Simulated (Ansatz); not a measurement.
WS₄⁻, that is [WS4]2- with one electron fewer, relaxed as a doublet with UKS PBE0-D4/def2-SVPD in Ansatz, starting from the PBE0-D4/def2-SVPD geometry of the charge -2 singlet. Force threshold 0.02 eV/Å.

In the def2 sets W takes a core potential; there is no spin–orbit coupling.

Start:

```xyz
5

W     0.0001    0.0000    0.0000
S    -1.0165    0.3518   -1.9402
S     2.1981    0.0701   -0.2930
S    -0.5784   -1.9923    0.7868
S    -0.6032    1.5704    1.4465
```

```csv
step,energy (eV),largest force component (eV/Å),SCF passes
1,-45146.1809,1.236,74
2,-45146.2225,0.718,31
3,-45146.2359,0.020,27
4,-45146.2360,0.002,30
5,-45146.2371,0.132,46
6,-45146.2383,0.203,42
7,-45146.2410,0.305,45
8,-45146.2463,0.374,45
9,-45146.2522,0.289,44
10 (rejected),-45146.2481,0.567,43
11,-45146.2553,0.096,38
12,-45146.2556,0.038,39
13,-45146.2557,0.006,34
```

Force components are those of the run's own axes.

End:

Cartesian coordinates in Å:
```
W -0.053 -0.055 -0.038
S -1.034 0.326 -1.945
S 2.158 0.162 -0.209
S -0.597 -2.004 0.768
S -0.475 1.571 1.425
```

By distances, no bond broke or formed. The bond that changes most is W1–S2, from 2.22 to 2.18 Å (atoms count from 1).

The force fell under the threshold at step 4, but the optimiser went on and released 0.020 eV more. No frequencies were taken in this run, so the end may be a saddle point.

It took 94 s on 2 threads of Intel Xeon Platinum 8375C on a shared host, peak host memory 0.64 GiB.
